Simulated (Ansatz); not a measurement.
Stepwise reaction of `C=[CH][SnH2][CH]=C` with hydrogen fluoride, as a gas-phase model of exchange steps in deposition or etching. ΔE in kJ/mol.

Computed with Ansatz on PBE0-D4/def2-TZVP structures; ΔE is electronic, products minus reactants. CBS: MP2 limit from def2 TZ/QZ plus the TZ coupled-cluster correction, frozen cores. This one scheme is used for every species. DFT in def2-TZVPP. B3LYP here is the variant with VWN-RPA as its local correlation; programs differ in this. Elements past krypton have def2 core potentials. For Sn outer-core shells are correlated without core-valence functions, which leaves a few kJ/mol of doubt a bond. One conformer a species, not always the lowest.

```csv
step,reaction,PBE-D4,B3LYP-D4,ωB97M-V,CCSD(T)/CBS
1,`C=[CH][SnH2][CH]=C` + H–F → `C=[CH][SnH2][F]` + `C=C`,-78.7,-86.3,-82.2,-72.5
```

Task: Give the row of step 2, `C=[CH][SnH2][F]` + H–F → `[F][SnH2][F]` + `C=C`. (An estimate is asked.)

Result: Ansatz gave: 
```json
{"step": "2", "reaction": "`C=[CH][SnH2][F]` + H–F → `[F][SnH2][F]` + `C=C`", "PBE-D4": "-73.2", "B3LYP-D4": "-79.1", "ωB97M-V": "-75.8", "CCSD(T)/CBS": "-68.0"}
```

Task: By hand: ΔE of the 2 steps together at CCSD(T)/CBS.

Result: (-72.5) + (-68.0) = -140.5 kJ/mol, or -70.2 kJ/mol a step.

In ΔE the steps differ by no more than 4.5 kJ/mol. All are downhill at CCSD(T)/CBS. PBE-D4 differs from CCSD(T)/CBS by -6.2 to -5.2 kJ/mol a step. Isolated molecules leave out the surface, adducts and barriers. Largest T1 diagnostic: 0.014.
